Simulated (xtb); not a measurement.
xtb input (GFN1-xTB):

```bash
xtb mol.xyz --gfn 1 --sp --chrg -1 --uhf 0
```
mol.xyz:
```
11

Ge     1.49126088    -0.08155029     0.04166506
C     -0.40692145     0.12390433    -0.03180995
C     -1.21642977     1.20722289    -0.26336622
C     -2.62077242     0.82822796    -0.21094918
C     -2.50954579    -0.49908207     0.05783952
O     -1.17846313    -0.98648204     0.17840159
H      2.08104685    -1.07019066    -1.00587897
H      2.04014044    -0.58469566     1.40847951
H      2.16292817     1.28858431    -0.22247053
H     -0.82835029     2.20210647    -0.45684870
H     -3.22639189    -1.29597752     0.20593896
```

End of the output:

```
         :::::::::::::::::::::::::::::::::::::::::::::::::::::
         ::                     SUMMARY                     ::
         :::::::::::::::::::::::::::::::::::::::::::::::::::::
         :: total energy             -17.654989732925 Eh    ::
         :: gradient norm              0.048984231856 Eh/a0 ::
         :: HOMO-LUMO gap              2.445054082007 eV    ::
         ::.................................................::
         :: SCC energy               -17.825756508534 Eh    ::
         :: -> electrostatic           0.134634434084 Eh    ::
         :: repulsion energy           0.174760406245 Eh    ::
         :: dispersion energy         -0.003993630636 Eh    ::
         :: halogen bond corr.         0.000000000000 Eh    ::
         :: add. restraining           0.000000000000 Eh    ::
         :: total charge              -1.000000000000 e     ::
         :::::::::::::::::::::::::::::::::::::::::::::::::::::

           -------------------------------------------------
          |                Property Printout                |
           -------------------------------------------------

    * Orbital Energies and Occupations

         #    Occupation            Energy/Eh            Energy/eV
      -------------------------------------------------------------
         1        2.0000           -0.6168481             -16.7853
       ...           ...                  ...                  ...
         4        2.0000           -0.4679051             -12.7323
         5        2.0000           -0.4118747             -11.2077
         6        2.0000           -0.4006410             -10.9020
         7        2.0000           -0.3803101             -10.3488
         8        2.0000           -0.3764549             -10.2439
         9        2.0000           -0.3339142              -9.0863
        10        2.0000           -0.3300589              -8.9814
        11        2.0000           -0.3248424              -8.8394
        12        2.0000           -0.2967484              -8.0749
        13        2.0000           -0.2759607              -7.5093
        14        2.0000           -0.2441451              -6.6435
        15        2.0000           -0.2073695              -5.6428
        16        2.0000           -0.1636889              -4.4542 (HOMO)
        17                         -0.0738348              -2.0091 (LUMO)
        18                         -0.0634501              -1.7266
        19                         -0.0425954              -1.1591
        20                         -0.0044374              -0.1207
        21                          0.0086397               0.2351
        22                          0.0125565               0.3417
        23                          0.0289787               0.7885
        24                          0.0634578               1.7268
        25                          0.0730896               1.9889
        26                          0.0766810               2.0866
        27                          0.0873206               2.3761
       ...                                ...                  ...
        39                          0.8271411              22.5077
      -------------------------------------------------------------
                  HL-Gap            0.0898541 Eh            2.4451 eV
             Fermi-level           -0.1187618 Eh           -3.2317 eV

  Mulliken/CM5 charges         n(s)   n(p)   n(d)
     1Ge   -0.09951 -0.28041   1.369  2.335  0.395
     2C     0.14585  0.17746   1.060  2.794  0.000
     3C    -0.00642 -0.05155   1.071  2.936  0.000
     4C    -0.53038 -0.53346   1.360  3.171  0.000
     5C     0.18795  0.16062   1.022  2.790  0.000
     6O    -0.39832 -0.46378   1.719  4.679  0.000
     7H    -0.07218 -0.01529   1.072  0.000  0.000
     8H    -0.07218 -0.01529   1.072  0.000  0.000
     9H    -0.07847 -0.02046   1.078  0.000  0.000
    10H    -0.03082  0.02501   1.031  0.000  0.000
    11H    -0.04551  0.01715   1.046  0.000  0.000

Wiberg/Mayer (AO) data.
largest (>0.10) Wiberg bond orders for each atom

 ---------------------------------------------------------------------------
     #   Z sym  total        # sym  WBO       # sym  WBO       # sym  WBO
 ---------------------------------------------------------------------------
     1  32 Ge   4.330 --     2 C    1.092     9 H    0.936     7 H    0.927
                             8 H    0.927     3 C    0.146     6 O    0.116
                             4 C    0.110
     2   6 C    3.878 --     3 C    1.504     1 Ge   1.092     6 O    1.043
                             5 C    0.134
     3   6 C    3.978 --     2 C    1.504     4 C    1.231    10 H    0.953
                             1 Ge   0.146
     4   6 C    3.188 --     5 C    1.714     3 C    1.231     1 Ge   0.110
     5   6 C    3.846 --     4 C    1.714    11 H    0.970     6 O    0.952
                             2 C    0.134
     6   8 O    2.293 --     2 C    1.043     5 C    0.952     1 Ge   0.116
     7   1 H    0.996 --     1 Ge   0.927
     8   1 H    0.996 --     1 Ge   0.927
     9   1 H    0.994 --     1 Ge   0.936
    10   1 H    1.021 --     3 C    0.953
    11   1 H    1.026 --     5 C    0.970
 ---------------------------------------------------------------------------

Topologies differ in total number of bonds
Writing topology from bond orders to xtbtopo.mol

 dipole moment from electron density (au)
     X       Y       Z
   2.6102  -0.7891   0.2029  total (Debye):    6.950

           -------------------------------------------------
          | TOTAL ENERGY              -17.654989732925 Eh   |
          | GRADIENT NORM               0.048984231856 Eh/α |
          | HOMO-LUMO GAP               2.445054082007 eV   |
           -------------------------------------------------

------------------------------------------------------------------------
------------------------------------------------------------------------
 total:
 SCF:
Note: The following floating-point exceptions are signalling: IEEE_DENORMAL
normal termination of xtb
```

It need not be the lowest isomer of its formula. Whether it binds its extra electron was not tested at this geometry.
